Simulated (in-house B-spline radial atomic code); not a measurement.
# OLYP excitations of Cs+

Method: OLYP. Computed with an all-electron radial atomic-structure program (B-spline basis): linear response of the closed shell [Kr] 4d10 5s2 5p6 with the functional's adiabatic kernel; scalar-relativistic (spin-free one-electron X2C), finite nucleus, no spin-orbit coupling, no double excitations, S, P, D and F terms only; shells from n = 3 respond. Only terms of natural parity with L up to 3 were computed.

Spin-orbit coupling is strong here, so these LS terms don't match observed levels.

Command:
```bash
python run_td.py task.json out
```
Settings (radii: box in bohr, nucleus in fm):
```
Z                        55
electrons                54
configuration            [Kr] 4d10 5s2 5p6
hamiltonian              x2c
method                   optx,lyp
box_radius               41.61
rms_radius               4.8041
intervals                74
```

Time taken, with all properties: 4.7 s on 1 thread of Arm Neoverse N1 (shared host).

The lowest states, in the order of their Tamm-Dancoff energies; the method's threshold (minus the highest occupied level) is 18.631 eV. Labels give the largest channel, * marks a mixed state, and oscillator strengths are full-response dipole values. Semilocal kernels can invert the small singlet-triplet splittings of Rydberg terms. Energies in eV:

```csv
state,full response,Tamm-Dancoff,oscillator strength
5p → 6s 3P,12.558,12.576,-
5p → 6s 1P,12.774,12.788,0.337
5p → 5d 3P,13.361,13.424,-
5p → 5d 3F,13.453,13.523,-
5p → 5d 1F,?,?,-
5p → 6p 3D,14.719,14.728,-
5p → 6p 3S,?,?,-
5p → 6p 1D,14.797,14.803,-
5p → 6p 1S,15.417,15.487,-
5p → 5d 1P,15.723,15.880,1.92
```

**Question.** Where does 5p → 6p 3S lie?

**Answer.** At 14.716 eV in full response, 14.734 eV in Tamm-Dancoff.

**Question.** Where does 5p → 5d 1F lie?

**Answer.** At 14.206 eV in full response, 14.219 eV in Tamm-Dancoff.

**Question.** How large is the singlet-triplet splitting of 5p → 6s (P terms) in Tamm-Dancoff?

**Answer.** 0.212 eV, from the unrounded values.

**Question.** What polarisabilities and dispersion coefficient does the method give?

**Answer.** Dipole 16.13 bohr³, quadrupole 91.3 bohr⁵, C6 139.7 hartree·bohr⁶ for two such species.
